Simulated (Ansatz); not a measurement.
```yaml
crystal:
  periodic: [false, false, false]
  atoms:
    - {symbol: C, position_ang: [-0.195619, 0.775612, 0.279892]}
    - {symbol: Si, position_ang: [0.141161, -0.652406, -0.052163]}
    - {symbol: F, position_ang: [0.965694, -1.221087, 1.317681]}
    - {symbol: Br, position_ang: [-1.263197, -1.965018, -0.772032]}
    - {symbol: H, position_ang: [0.830103, 1.542769, 0.787361]}
    - {symbol: H, position_ang: [-0.661367, 1.432294, -0.521278]}
    - {symbol: H, position_ang: [-0.871100, 0.829270, 1.255155]}
    - {symbol: H, position_ang: [1.456220, -0.956081, -1.030478]}
basis:
  gaussian: {orbitals: def2-mTZVPP}
hamiltonian: {xc: {name: wB97M-V}, pseudopotentials: {relativity: scalar}}
smearing: {width: 0.1}
```

```sh
$ ansatz run in.yaml --threads 4 --pin off --events-out ev --progress --plain --max-ram 10444MiB
```

Output, abridged:

```
Error: YAML parse error: error: line 15 column 1: unknown field `smearing`, expected one of crystal, accuracy, basis, kpoints, hamiltonian, magnetization, projection, total_charge, correlation, batch, efield, external_charges, scf, relax, neb, saddle, md, ramp, phonons, dielectric, real_time, elastic, magnetic_configurations, gw, evaluate, workflow, output, checkpoint, execution
13 |   gaussian: {orbitals: def2-mTZVPP}
14 | hamiltonian: {xc: {name: wB97M-V}, pseudopotentials: {relativity:…
15 | smearing: {width: 0.1}
```

**Question.** What is wrong with this run?

**Answer.** The input holds a key that doesn't belong there. The program refused the input.
